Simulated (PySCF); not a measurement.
Molecule: SMILES BP[SiH2]Cl, BClH5PSi.

Bonds (- single, = double, # triple, : aromatic): B1-P2, P2-Si3, Si3-Cl4. B1 carries H5, H6; P2 carries H7; Si3 carries H8, H9.

Frames of a GFN2-xTB Langevin trajectory at 600 K; GIAO PBE0/pcSseg-1 shieldings in PySCF 2.14, gas phase, non-relativistic; equivalent atoms averaged within each frame.

δ = σ(ref) − σ, references computed at the same level: BF3·OEt2 for 11B (σ = 100.07 ppm); H3PO4 for 31P (σ = 318.38 ppm); 29Si (σ = 349.16 ppm), 1H (σ = 31.72 ppm) against TMS; HCl for 35Cl (σ = 949.78 ppm). The references are static minima.

How do the shifts (ppm) fluctuate along the trajectory?

Results:


```
         time (fs)    B1      P2    Si3  Cl4  H5/H6  H8/H9    H7
               250  79.4  -148.4  -30.0  -57   8.43   5.55  3.50
               425  91.6  -118.8  -21.1  -39   9.09   6.70  2.85
               625  79.9   -91.8   -8.3   17   8.15   6.85  4.25
               800  83.2  -111.8  -25.8  -42   9.19   6.10  4.47
              1000  73.6   -90.4  -27.8  -73   8.39   5.96  3.24
    mean of frames  81.6  -112.3  -22.6  -39   8.65   6.23  3.66
standard deviation   6.6    23.7    8.6   34   0.46   0.54  0.69
```

5 frames give an uncertainty of the mean of about the standard deviation over 2.2 at best, since frames this close in time may not be independent; classical motion lacks zero-point vibration, and the reference would need the same averaging.
